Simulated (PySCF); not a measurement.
**In: excitation energy**

In [Kr] 4d10 5s2 5p1 (2P) → In [Kr] 4d10 5s1 5p1 6s1 (4P), as a difference of total energies. Computed with PySCF 2.14 in aug-cc-pVQZ-DK3, with the spin-free X2C one-electron Hamiltonian (Gaussian nucleus). Correlated levels: valence: [Kr] 4d10 frozen. The calculations carry no spin-orbit coupling.

```tsv
method	excitation energy (cm⁻¹)
UHF	53321
LDA	69155
PBE	66414
PBE0	64494
r2SCAN	65170
revPBE	65357
CAM-B3LYP	67526
PBEsol	66606
MP2 (valence)	59043
SCS-MP2 (valence)	60844
```

A first-order spin-orbit estimate (lowest level to lowest level, LS coupling) adds -0.043 eV.

The upper state lies above the first ionisation limit, but in LS coupling its spin forbids autoionisation to the ground ion; at this Z spin-orbit coupling breaks that rule. A Rydberg-like electron needs more diffuse functions than a valence basis has.

The promoted electron is Rydberg-like, and one or two diffuse shells describe it only roughly, which tends to raise the upper state.
